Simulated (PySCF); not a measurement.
An unknown is described by computed data only.

Elements present: C, H and Si. Monoisotopic mass: 134.0403 u.

* NMR, other nuclei: isotropic shieldings of nuclei other than C and H, by class: 419 (1 Si), 438 (2 Si) ppm [GIAO KT2/pcSseg-1]
* Rotational structure: rotational constants A, B, C: 1.756, 1.228, 0.816 GHz [PBE0-D3(BJ)/def2-SVP]
* XPS: Si2p3/2 106.4, Si2p3/2 106.5 (×2), C1s 290.3 (×2), C1s 290.4, Si1s 1846.2, Si1s 1846.3 (×2) eV [ΔSCF SCAN, pcX-2 on the ionised atom, pcseg-1 elsewhere, spin-free X2C, 2p3/2 from a spin–orbit splitting computed afterwards within the 2p shell]
* Polarisability: 121.2 au [PBE0/def2-SVPD]
* Dipole: 0.66 D [PBE0/def2-SVPD]
* 1H NMR: chemical shifts (computed TMS as zero) by class: 3.94 (3 H), 3.93 (6 H), 1.65 (1 H), 1.28 (2 H), 1.11 (2 H) ppm [GIAO KT2/pcSseg-1]
* Valence photoelectron: vertical ionisation energy: 9.46 eV [ΔSCF PBE0/def2-SVPD]
* 13C NMR: chemical shifts (computed TMS as zero) by class: 20.4 (1 C), 13.7 (2 C) ppm [GIAO KT2/pcSseg-1]

Electronic properties: PySCF, gas phase, density fitting. Levels stand in brackets. One conformer (not necessarily the lowest) at the PBE0-D3(BJ)/def2-SVP geometry, without solvent, vibrations or thermal averaging. NMR values are class means; diastereotopic atoms form classes of their own.

Problem. Which formula fits the mass and the elements?

Solution. C3H14Si3 (calculated 134.0403). No other formula that holds each of these elements comes within 0.0003 u with a fitting electron parity and a possible valence count.

Problem. Give a SMILES that accounts for the data.

Solution. Numbering: `[SiH3:1][CH2:2][CH:3]([SiH3:4])[CH2:5][SiH3:6]`. Its formula, C3H14Si3, gives 0 degrees of unsaturation, so no ring and no π bond. 3 carbons fall into 2 classes; from least to most shielded: sp3 carbon bound to silicon [C3] (20.4 ppm), sp3 carbon bound to silicon [C2/C5] (13.7 ppm, 2 C). Hydrogen classes from least to most shielded: 3 H on an SiH3 silicon, Si4 (3.94 ppm), 6 H on 2 SiH3 silicons, Si1/Si6 (3.93 ppm), 1 H on an sp3 carbon bound to silicon, C3 (1.65 ppm), 2 H on 2 like atoms (sp3 carbon bound to silicon), C2/C5 (1.28 ppm), 2 H on 2 like atoms (sp3 carbon bound to silicon), C2/C5 (1.11 ppm). The other shieldings belong to: 419 ppm, SiH3 silicon [Si4]; 438 ppm, SiH3 silicon [Si1/Si6]. The core levels belong to: Si2p3/2 106.4 eV, SiH3 silicon [Si4]; Si2p3/2 106.5 eV, SiH3 silicon [Si1/Si6]; C1s 290.3 eV, sp3 carbon bound to silicon [C2/C5]; C1s 290.4 eV, sp3 carbon bound to silicon [C3]; Si1s 1846.2 eV, SiH3 silicon [Si4]; Si1s 1846.3 eV, SiH3 silicon [Si1/Si6]. One atom of each topological class was ionised and stands for its class. The first electron is taken from the HOMO, whose largest Löwdin shares are 0.24 on an sp3 carbon bound to silicon, 0.15 on an SiH3 silicon, 0.15 on an sp3 carbon bound to silicon and 0.10 on an SiH3 silicon. The optimised geometry has point group C1 and is an asymmetric top. Structure: `[SiH3]CC([SiH3])C[SiH3]`. Computed isomers that give other values at the same levels: `CCC[SiH]([SiH3])[SiH3]` (rotational constant A: 1.508 GHz; this holds for the one conformer computed); `CCC([SiH3])([SiH3])[SiH3]` (smallest rotational constant: 1.306 GHz; this holds for the one conformer computed). The assignments are read from this structure; whether some other isomer fits the data as well wasn't checked.

Shape of the structure used: `[SiH3:1][CH2:2][CH:3]([SiH3:4])[CH2:5][SiH3:6]`: Si1–C2–C3–Si4 -175°, C2–C3–C5–Si6 60°.
